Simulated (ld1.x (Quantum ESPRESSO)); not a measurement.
# Before and after: PAW potential for Mn

manganese (Mn), PAW, made with ld1.x (Quantum ESPRESSO) 7.5 (PBE, scalar-relativistic). Core [Ne], reference 3s2 3p6 3d5 4s2 4p0. Waves: 3s (bound): rcut 1.15, rcutus 1.35 bohr; 4s (bound): rcut 1.15, rcutus 1.35 bohr; 3p (bound): rcut 1.65, rcutus 2.05 bohr; 4p (bound, empty): rcut 1.65, rcutus 2.05 bohr; 3d (bound): rcut 1.10, rcutus 1.40 bohr; 3d channel at 1.9 Ry: rcut 1.10, rcutus 1.40 bohr. Local part: all-electron potential smoothed inside 1.35 bohr (lloc = -1). Core correction: Bessel-smoothed model core inside 1.15 bohr. Augmentation charge: PSQ, inside the norm-conserving radii.

All-electron outer shells of the reference configuration (PBE, scalar-relativistic, ld1.x):

```tsv
shell	level (eV)	outermost node (bohr)	outermost maximum (bohr)
2s	-743.95	0.08	0.23
2p	-630.19	–	0.19
3s	-85.88	0.34	0.74
3p	-54.59	0.31	0.75
3d	-6.77	–	0.76
4s	-5.11	1.05	2.51
4p	-1.37	1.16	3.43
```

Change: wave 3d channel at 1.9 Ry: rcut 1.10, rcutus 1.40 bohr becomes 3d channel at -0.29 Ry: rcut 1.10, rcutus 1.40 bohr.

Cutoffs: the cutoffs (Ry, on a coarse ladder) from which the occupation-weighted sum of valence levels, in a spherical-Bessel basis at the reference potential, stays within 10 and 1 mRy of its value at 400 Ry; they do not see the model core or the augmentation charge, which bear on the density cutoff. Errors are all-electron minus pseudo energies relative to the spin-unpolarised reference configuration.

Question: Predict the effect on cutoff, ghosts and configuration errors.

Answer: The potential gets neither clearly harder nor softer (55 Ry and 90 Ry → 55 Ry and 90 Ry); of the 7 tests that both files solve, the error grows in 5 and shrinks in 0 by more than 15 % and 0.3 meV (median size 2.5 → 3.5 meV); neither file shows a bound ghost.

| quantity | base | changed |
| --- | --- | --- |
| cutoff, loose | 55 Ry | 55 Ry |
| cutoff, tight | 90 Ry | 90 Ry |
| loose cutoff by channel (10 mRy a level) | s 30 Ry, p 18 Ry, d 45 Ry | s 30 Ry, p 18 Ry, d 50 Ry |
| bound ghosts | none | none |
| error for 3s2 3p6 3d5 4s1 4p0, meV [ΔE 8.42 eV] | -0.9 | -1.1 |
| error for 3s2 3p6 3d5 4s0 4p0, meV [ΔE 24.01 eV] | -2.8 | -3.5 |
| error for 3s2 3p6 3d4 4s0 4p0, meV [ΔE 56.53 eV] | -6.2 | -7.3 |
| error for 3s2 3p6 3d5 4s0 4p2, meV [ΔE 7.93 eV] | -0.5 | -0.9 |
| error for 3s2 3p6 3d6 4s1 4p0, meV [ΔE -0.36 eV] | -2.8 | -4.3 |
| error for 3s2 3p6 3d5 4s1.5 4p0, meV [ΔE 3.36 eV] | -0.3 | -0.4 |
| error for 3s2 3p6 3d4 4s2 4p1, meV [ΔE 7.80 eV] | -2.5 | -4.5 |
| s: phases at 2.25 bohr within 0.05 rad from the reference energy up to (Ry; the scan ends near 5) | to the end of the scan | to the end of the scan |
| p: phases at 2.25 bohr within 0.05 rad from the reference energy up to (Ry; the scan ends near 5) | 4.7 | 4.7 |
| d: phases at 2.25 bohr within 0.05 rad from the reference energy up to (Ry; the scan ends near 5) | to the end of the scan | to the end of the scan |
| lowest overlap eigenvalue by channel | s 0.03, p 0.74, d 0.94 | s 0.03, p 0.74, d 0.89 |
